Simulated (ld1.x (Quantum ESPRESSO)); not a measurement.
What one change does to a pseudopotential (phosphorus (P), TM)

ld1.x (Quantum ESPRESSO) 7.5 input, shortened:

```
&input
   title='P', zed=15., rel=2, dft='PBESOL', iswitch=3,
   config='[Ne] 3s2 3p3', rel_dist='average'
 /
 &inputp
   pseudotype=2, tm=.true., lloc=-1, rcloc=1.50,
   nlcc=.true., new_core_ps=.true., rcore=1.30
 /
2
3S  1  0   2.00   0.00  1.60  1.60  0.0
3P  2  1   3.00   0.00  1.75  1.75  0.0
 &test
   configts(1)='3s2 3p3'
 /
```

Open shells are filled in proportion to 2j + 1 (rel_dist='average').

Change: wave 3p (bound): rc 1.75 bohr becomes 3p (bound): rc 1.32 bohr.

Cutoffs: the cutoffs (Ry, on a coarse ladder) from which the occupation-weighted sum of valence levels, in a spherical-Bessel basis at the reference potential, stays within 10 and 1 mRy of its value at 400 Ry; they do not see the model core or the augmentation charge, which bear on the density cutoff. Errors are all-electron minus pseudo energies relative to the spin-unpolarised reference configuration.

Question: Predict the effect on cutoff, ghosts and configuration errors.

Answer: The potential gets harder (21 Ry and 50 Ry → 55 Ry and 100 Ry); of the 7 tests that both files solve, the error grows in 2 and shrinks in 2 by more than 15 % and 0.3 meV (median size 6.3 → 10.4 meV); neither file shows a bound ghost. A smaller radius makes the pseudo-wave follow the all-electron one further in, where it bends more sharply, so more plane waves are needed.

| quantity | base | changed |
| --- | --- | --- |
| cutoff, loose | 21 Ry | 55 Ry |
| cutoff, tight | 50 Ry | 100 Ry |
| loose cutoff by channel (10 mRy a level) | s 18 Ry, p 8 Ry | s 18 Ry, p 40 Ry |
| bound ghosts | none | none |
| error for 3s2 3p2, meV [ΔE 9.70 eV] | +4.4 | +4.6 |
| error for 3s2 3p1, meV [ΔE 28.81 eV] | +29 | +27 |
| error for 3s2 3p0, meV [ΔE 58.52 eV] | +99 | +78 |
| error for 3s2 3p2.5, meV [ΔE 3.76 eV] | +0.8 | +1.0 |
| error for 3s1 3p0, meV [ΔE 110.43 eV] | +221 | +172 |
| error for 3s1 3p3, meV [ΔE 18.79 eV] | +6.3 | +10 |
| error for 3s1 3p4, meV [ΔE 8.51 eV] | -1.0 | +1.8 |
